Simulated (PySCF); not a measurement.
PySCF input file for Zn(OH)2 (H2O2Zn), SMILES [OH][Zn][OH], B3LYP/pcSseg-2. Geometry: PBE0-D3(BJ)/def2-TZVP. The isomer is the one that the SMILES or the coordinates give; other isomers of the formula were not compared. One conformer was computed; it need not be the lowest.

```python
import numpy as np
from pyscf import gto, scf, dft
from pyscf.prop.nmr import rks as nmr

mol = gto.M(
    atom='''
    Zn   -0.00000000    0.00000000    0.00612753
    O     1.76202392    0.07966826   -0.07736055
    H     2.22199574   -0.50541007    0.52697137
    O    -1.76202391   -0.07966826   -0.07736055
    H    -2.22199573    0.50541004    0.52697139
    ''',
    basis='pcSseg-2',
    charge=0,
    spin=0,
    max_memory=1600,
    verbose=3,
)
mf = dft.RKS(mol, xc='b3lyp').density_fit(auxbasis='def2-universal-jkfit')
mf.grids.level = 3
mf.conv_tol = 1e-10
mf.max_cycle = 100
mf.kernel()
n = nmr.NMR(mf)
n.verbose = 2
n.max_cycle_cphf = 60
sigma = n.kernel()
print('atom   isotropic/ppm   span/ppm')
for i, s in enumerate(sigma):
    w = np.linalg.eigvalsh((s + s.T) / 2)
    print(f'{mol.atom_symbol(i):2s}{i + 1:3d} {w.mean():14.3f} {w[2] - w[0]:11.3f}')
```

Program output:

```
converged SCF energy = -1931.24864838274
atom   isotropic/ppm   span/ppm
Zn  1       1569.947    1382.428
O   2        342.695      32.286
H   3         31.242      25.330
O   4        342.695      32.286
H   5         31.242      25.330
```

Self-consistency was reached.

Cost: about 40 core-seconds (a rough figure).
